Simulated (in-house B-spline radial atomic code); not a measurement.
Neutral lithium is squeezed into an impenetrable sphere of radius R (the orbitals vanish at R). No spin polarisation. Computed with a radial B-spline atomic code at the basis-set limit: scalar-relativistic (X2C) PBE, spherical fractional occupations, Fermi nucleus of rms radius 2.444 fm.

Energies in eV above the free atom in [He] 2s1:

```json
{"R (bohr)": "9.64", "highest level (eV)": "-2.72", "[He] 2s1": "0.05873", "[He] 2p1": "1.985"}
{"R (bohr)": "5.96", "highest level (eV)": "-1.02", "[He] 2s1": "1.144", "[He] 2p1": "3.583"}
{"R (bohr)": "4.72", "highest level (eV)": "1.65", "[He] 2s1": "3.236", "[He] 2p1": "5.808"}
{"R (bohr)": "3.97", "highest level (eV)": "5.37", "[He] 2s1": "6.373", "[He] 2p1": "8.63"}
{"R (bohr)": "3.78", "highest level (eV)": "6.84", "[He] 2s1": "7.639", "[He] 2p1": "9.68"}
{"R (bohr)": "3.19", "highest level (eV)": "13.9", "[He] 2s1": "13.9", "[He] 2p1": "14.45"}
{"R (bohr)": "2.79", "highest level (eV)": "22.5", "[He] 2s1": "21.71", "[He] 2p1": "19.86"}
{"R (bohr)": "2.39", "highest level (eV)": "37.3", "[He] 2s1": "35.57", "[He] 2p1": "28.78"}
{"R (bohr)": "1.62", "highest level (eV)": "115", "[He] 2s1": "113.9", "[He] 2p1": "75.77"}
{"R (bohr)": "1.59", "highest level (eV)": "121", "[He] 2s1": "120.2", "[He] 2p1": "79.49"}
```

Question: Does [He] 2p1 fall below [He] 2s1 under compression?

Answer: Yes, between R = 3.19 and 2.79 bohr the order changes (near 3.1 bohr by linear interpolation).

The highest level is first positive in the row R = 4.72 bohr, pushed up by confinement above the zero of the free ion's potential. Each configuration is held fixed and needn't be the lowest in the sphere.
